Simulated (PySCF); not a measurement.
Work out the structure from these simulated measurements.

Elements present: C, Cl, H, S and Si. Monoisotopic mass: 177.9496 u.

* NMR, other nuclei: isotropic shieldings of nuclei other than C and H, by class: 354 (1 Si), 425 (1 Si), 549 (1 S), 999 (1 Cl) ppm [GIAO PBE0/pcSseg-1]
* Dipole: 1.45 D [CAM-B3LYP/def2-SVPD]
* Polarisability: 141.9 au [CAM-B3LYP/def2-SVPD]
* Rotational structure: rotational constants A, B, C: 2.432, 0.395, 0.342 GHz [GFN2-xTB]
* 1H NMR: chemical shifts (computed TMS as zero) by class: 6.95 (1 H), 5.85 (2 H), 4.31 (3 H), 3.00 (1 H) ppm [GIAO PBE0/pcSseg-1]
* UV, first state: lowest singlet excitation: 4.79 eV (259 nm, f = 0.469) [TDDFT CAM-B3LYP/def2-SVPD]
* Triplet: lowest triplet excitation (Tamm–Dancoff): 2.99 eV [TDA CAM-B3LYP/def2-SVPD]
* 13C NMR: chemical shifts (computed TMS as zero) by class: 151.7 (1 C), 119.9 (1 C), 90.6 (1 C), 88.9 (1 C) ppm [GIAO PBE0/pcSseg-1]

Electronic properties: PySCF, gas phase, density fitting. Levels stand in brackets. One conformer (not necessarily the lowest) at the GFN2-xTB geometry, without solvent, vibrations or thermal averaging. NMR classes are plain means over equivalent atoms (diastereotopic ones count apart unless rotation or inversion swaps them), as if these changed places fast.

Question: Which formula fits the mass and the elements?

Answer: C4H7ClSSi2 (calculated 177.9496). No other formula that holds each of these elements comes within 0.0003 u with a fitting electron parity and a possible valence count.

Question: Give a SMILES that accounts for the data.

Answer: Numbering: `[CH:1]#[C:2]/[C:3]([SiH3:4])=[CH:5]/[S:6][SiH2:7][Cl:8]`. Its formula, C4H7ClSSi2, gives 3 degrees of unsaturation: 0 rings and 3 π bonds in the structure found. 4 carbons fall into 4 classes; from least to most shielded: alkene CH carbon [C5] (151.7 ppm), fully substituted alkene carbon [C3] (119.9 ppm), terminal alkyne carbon [C1] (90.6 ppm), alkyne carbon [C2] (88.9 ppm). Hydrogen classes from least to most shielded: 1 H on an alkene CH carbon, C5 (6.95 ppm), 2 H on a chlorine-bound silicon, Si7 (5.85 ppm), 3 H on an SiH3 silicon, Si4 (4.31 ppm), 1 H on a terminal alkyne carbon, C1 (3.00 ppm). The other shieldings belong to: 354 ppm, chlorine-bound silicon [Si7]; 425 ppm, SiH3 silicon [Si4]; 549 ppm, sulfur bonded to C and Si [S6]; 999 ppm, silicon-bound chlorine [Cl8]. S1 is mainly HOMO→LUMO (weight 0.95); the largest Löwdin shares of the orbital it empties are 0.30 on the sulfur bonded to C and Si, 0.16 on the fully substituted alkene carbon, 0.16 on the terminal alkyne carbon and 0.15 on the alkene CH carbon, of the orbital it fills 0.28 on the alkene CH carbon, 0.21 on the fully substituted alkene carbon, 0.12 on the terminal alkyne carbon and 0.10 on the alkyne carbon. By its constants the optimised geometry is an asymmetric top. Structure: `C#C/C([SiH3])=C/S[SiH2]Cl`. The assignments are read from this structure; whether some other isomer fits the data as well wasn't checked.

Conformer computed: `[CH:1]#[C:2]/[C:3]([SiH3:4])=[CH:5]/[S:6][SiH2:7][Cl:8]`: C3–C5–S6–Si7 180°, C5–S6–Si7–Cl8 179°.
